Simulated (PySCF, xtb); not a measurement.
ZrCl3, SMILES [Cl][Zr+]([Cl])[Cl], charge +1, multiplicity 1.

Harmonic wavenumbers (cm⁻¹) from GFN2-xTB (xtb) at its own minimum, in rising order: 117, 117, 125, 390, 413, 413.

Question: What does PBE-D3(BJ)/def2-SVP (PySCF) give at its own minimum? (Estimate from the structure and the level; the computed values follow.)

Answer: 96, 112, 112, 428, 459, 459. Paired by order, the mean absolute difference is 28 cm⁻¹ and the zero-point energies are 2.3 and 2.4 kcal/mol.
